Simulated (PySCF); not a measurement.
## Electronic structure of Nb (niobium, neutral) at the r2SCAN level

Configuration: [Kr] 4d4 5s1, high-spin 6D determinant. All numbers are calculated (PySCF 2.14, scalar relativity by spin-free X2C-1e, in x2c-TZVPall (8s6p6d1f, 63 functions)).

```json
{
 "Total energy": "-3819.35 hartree",
 "One-electron energy": "-5270.97 hartree",
 "Hartree (Coulomb) energy": "1571.58 hartree",
 "Exchange-correlation energy": "-119.95 hartree",
 "⟨S²⟩": "8.7520",
 "⟨L²⟩": "6.008",
 "Sum of ⟨r⟩": "31.49 bohr",
 "Sum of ⟨r²⟩": "57.22 bohr²",
 "Traceless quadrupole moment −½Σ⟨3z² − r²⟩ along its main axis": "-1.62 e·bohr²",
 "Langevin diamagnetic susceptibility": "-45.3 ×10⁻⁶ cm³/mol",
 "Time after the integrals": "4.6 s of wall time on 1 thread of Neoverse-N1 (shared host)"
}
```

```csv
shell,electrons,mean orbital energy (eV),spread (eV),"rms radius, mean of both spins (bohr)"
1s β,1,-18823.5,0,0.0415
1s α,1,-18823.5,0,0.0415
2s α,1,-2645.1,0,0.171
2s β,1,-2644.7,0,0.171
2p α,3,-2360.1,0.074,0.152
2p β,3,-2359.8,0.159,0.152
3s α,1,-446.09,0,0.473
3s β,1,-445.92,0,0.473
3p α,3,-351.92,0.294,0.480
3p β,3,-351.71,0.343,0.480
3d α,5,-198.22,0.314,0.476
3d β,5,-197.83,0.410,0.476
4s α,1,-60.372,0,1.24
4s β,1,-58.084,0,1.24
4p α,3,-36.067,0.201,1.40
4p β,3,-33.343,1.022,1.40
5s α,1,-4.667,0,3.82
4d α,4,-3.939,0.913,2.43
```

Densities and radii are taken from the X2C orbitals without a picture-change correction, which distorts them close to the nucleus.
